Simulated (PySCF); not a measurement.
Compound: AsF5.
Bonds: As1–F2, As1–F3, As1–F4, As1–F5, As1–F6.

Computed by this run: PySCF 2.14.0, PBE0-D3(BJ)/def2-SVP geometry optimisation, gas phase; density fitting, grid level 1; the optimiser is geomeTRIC in internal coordinates, started from a GFN2-xTB structure with every atom displaced at random (about 0.03 Å).

Step 0: E = -74388.0937 eV
```
atom  x, y, z in Å  |  force x, y, z in eV/Å
As1     0.0617   -0.0741    0.0127   -0.646   3.620  -1.819
F2     -0.0344   -0.0121    1.7096    0.478  -0.197   0.138
F3     -0.0431    0.0076   -1.7413    0.724  -0.389   1.232
F4      1.8212    0.0006    0.0064   -2.195  -0.315   0.011
F5     -0.8890    1.4630   -0.0365    1.524  -2.164   0.330
F6     -0.8532   -1.4810   -0.0202    0.114  -0.554   0.108
```

Task: Estimate the geometry and energy of step 1. (The exact step hangs on the optimiser's Hessian estimate; all steps are aligned on step 0, rigid shifts and turns removed.)

Result: E = -74388.4684 eV, largest force 0.970 eV/Å
```
atom  x, y, z in Å  |  force x, y, z in eV/Å
As1     0.0259   -0.0331   -0.0159   -0.671   0.686  -0.143
F2      0.0393   -0.0075    1.6875   -0.212  -0.120   0.332
F3     -0.0037    0.0059   -1.7296    0.351  -0.228   0.105
F4      1.7086   -0.0013    0.0401    0.316  -0.094  -0.474
F5     -0.8596    1.4191   -0.0303    0.129  -0.145   0.153
F6     -0.8474   -1.4791   -0.0211    0.087  -0.098   0.025
```

The energy changes by -0.3747 eV. The first-order estimate −F·Δx gives -0.6877 eV and the mean of the old and new forces, exact on a quadratic surface, -0.3479 eV. The step makes an angle of 43° with the force vector and moves no atom by more than 0.118 Å.

The cost below is that of the whole optimisation. On an Arm Neoverse V1 with one thread, no GPU, shared host with 32 logical CPUs at a one-minute load of 25, this took 37 s wall and 0.40 GiB of memory at its peak.
